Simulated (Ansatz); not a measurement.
`[CH3][SbH][SH]`, relaxed with RKS PBE-D4/def2-SVP in Ansatz from a rough embedded geometry. The force threshold is 0.03 eV/Å; the program also tests the step.

The species carries charge 0 and has multiplicity 1. Sb: def2 effective core potential.

Start:

```xyz
8

C     0.534    0.596    0.709
Sb   -1.435    0.241    0.061
S    -0.628   -0.289   -2.181
H     0.872    1.594    0.280
H     1.234   -0.213    0.461
H     0.576    0.739    1.858
H    -1.369   -1.436    0.548
H     0.216   -1.231   -1.735
```

| step | energy (eV) | largest force (eV/Å) | largest move (Å) |
| --- | --- | --- | --- |
| 1 | -18481.0673 | 2.031 | 0.000 |
| 2 | -18481.1936 | 0.480 | 0.196 |
| 3 | -18481.2201 | 0.352 | 0.178 |
| 4 | -18481.2398 | 0.141 | 0.078 |
| 5 | -18481.2414 | 0.042 | 0.023 |
| 6 | -18481.2416 | 0.006 | 0.012 |

End:

```xyz
8

C     0.581    0.643    0.793
Sb   -1.431    0.216    0.021
S    -0.733   -0.358   -2.290
H     0.934    1.588    0.339
H     1.278   -0.176    0.538
H     0.531    0.760    1.894
H    -1.388   -1.421    0.622
H     0.228   -1.252   -1.918
```

Run time 9.5 s (2 threads of an Arm Neoverse V1 on a shared host); peak host memory 0.12 GiB.
